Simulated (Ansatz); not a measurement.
An input meant for `CCC(C)(C)CC(C)(C)C` (charge 0, singlet; atoms displaced at random, 0.08 Å in each coordinate).

```yaml
crystal:
  periodic: [false, false, false]
  atoms:
    - {symbol: C, position_ang: [1.831369, 1.921752, -0.846760]}
    - {symbol: C, position_ang: [1.336388, 0.315527, -1.212853]}
    - {symbol: C, position_ang: [1.324016, -0.407463, -0.035308]}
    - {symbol: C, position_ang: [0.843153, -1.942789, -0.527269]}
    - {symbol: C, position_ang: [2.285510, -0.707457, 1.070101]}
    - {symbol: C, position_ang: [-0.109836, -0.174679, 0.838940]}
    - {symbol: C, position_ang: [-1.504294, 0.256623, 0.298639]}
    - {symbol: C, position_ang: [-1.987703, -0.676463, -0.711569]}
    - {symbol: C, position_ang: [-2.404376, 0.261311, 1.603117]}
    - {symbol: C, position_ang: [-1.534852, 1.679341, -0.407413]}
    - {symbol: H, position_ang: [1.145674, 2.338739, -0.181476]}
    - {symbol: H, position_ang: [3.041528, 1.690736, -0.261251]}
    - {symbol: H, position_ang: [1.968982, 2.251450, -1.643145]}
    - {symbol: H, position_ang: [0.601716, 0.336179, -1.835585]}
    - {symbol: H, position_ang: [2.183918, -0.291115, -1.786092]}
    - {symbol: H, position_ang: [0.242710, -2.078037, -1.479688]}
    - {symbol: H, position_ang: [1.767481, -2.409838, -0.908800]}
    - {symbol: H, position_ang: [0.537855, -2.678161, 0.307959]}
    - {symbol: H, position_ang: [2.298719, -1.475219, 1.763901]}
    - {symbol: H, position_ang: [3.299204, -0.914832, 0.596015]}
    - {symbol: H, position_ang: [2.517242, 0.395652, 1.577151]}
    - {symbol: H, position_ang: [0.237551, 0.784098, 1.444448]}
    - {symbol: H, position_ang: [-0.284152, -0.763216, 1.577882]}
    - {symbol: H, position_ang: [-2.142180, -1.841314, -0.256922]}
    - {symbol: H, position_ang: [-3.207969, -0.666258, -0.975628]}
    - {symbol: H, position_ang: [-1.462847, -0.973550, -1.729440]}
    - {symbol: H, position_ang: [-2.490404, -0.712507, 2.198916]}
    - {symbol: H, position_ang: [-2.111329, 0.973770, 2.339984]}
    - {symbol: H, position_ang: [-3.488158, 0.596392, 1.147715]}
    - {symbol: H, position_ang: [-1.288509, 2.509700, 0.375252]}
    - {symbol: H, position_ang: [-0.812898, 1.722904, -1.282700]}
    - {symbol: H, position_ang: [-2.730774, 1.872719, -0.570164]}
basis:
  gaussian: {orbitals: def2-mTZVP}
magnetization: {spin_polarized: true, initial_magnetization: 1}
hamiltonian: {xc: {name: wPBEh}}
scf: {lower_state_search: off}
```

```sh
$ ansatz run in.yaml --threads 4 --pin off --events-out ev --progress --plain --max-ram 6963MiB
```

Question: Predict how Ansatz answers.

Answer: The input was rejected before any iteration. The number of unpaired electrons doesn't fit the electron count.
```
Error: a molecule whose nuclei and cores have a total charge of 82 cannot have a net charge of 0 together with 1 unpaired electrons
```
